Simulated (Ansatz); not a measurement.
The same path of CH6ClNOSi (11 atoms, charge 0, multiplicity 1) was run twice with different band settings. The coordinate that changes most is the dihedral H6–N1–Si2–C3.

All numbers below come from Ansatz, RKS PBE0/def2-SVP.

Relaxed end points:

```xyz
11
Properties=species:S:1:pos:R:3
N -1.385 -0.229 -0.503
Si 0.305 -0.084 -0.917
C 1.011 0.190 0.833
O 0.417 -0.667 1.707
Cl 0.563 1.971 1.195
H -1.876 0.626 -0.256
H -1.982 -0.830 -1.062
H 0.712 -1.411 -1.473
H 0.696 1.006 -1.857
H 2.100 0.165 0.971
H -0.496 -0.793 1.382
```

```xyz
11
Properties=species:S:1:pos:R:3
N -1.384 -0.231 -0.502
Si 0.306 -0.083 -0.917
C 1.011 0.191 0.833
O 0.415 -0.666 1.706
Cl 0.567 1.972 1.196
H -1.977 -0.836 -1.060
H -1.881 0.622 -0.258
H 0.711 -1.409 -1.474
H 0.696 1.008 -1.856
H 2.100 0.163 0.972
H -0.499 -0.788 1.381
```

Common settings: movable images 7; climbing image yes; spring 5.0 eV/Å²; optimiser quadratic models (default); start path through a guess of the saddle point; iteration limit 60; end points relaxed.

| run | force threshold |
| --- | --- |
| 1 | 0.03 eV/Å |
| 2 | 0.5 eV/Å |

**Question.** What does each run give, and how far can it be trusted?

**Answer.** Run 1: converged after 23 iterations, highest image 0.308 eV above the first end. A vibrational analysis at the climbing image gives one clearly imaginary mode, 299i cm⁻¹: a first-order saddle point.
Run 2: converged after 11 iterations, highest image 0.299 eV above the first end. The threshold of 0.5 eV/Å is loose, so the images may lie well off the minimum-energy path. Beside the main top the profile has a ripple of under 15 meV (maxima at images 2, 5), which may be a very shallow well or noise. The order of the stationary point at the top wasn't checked.
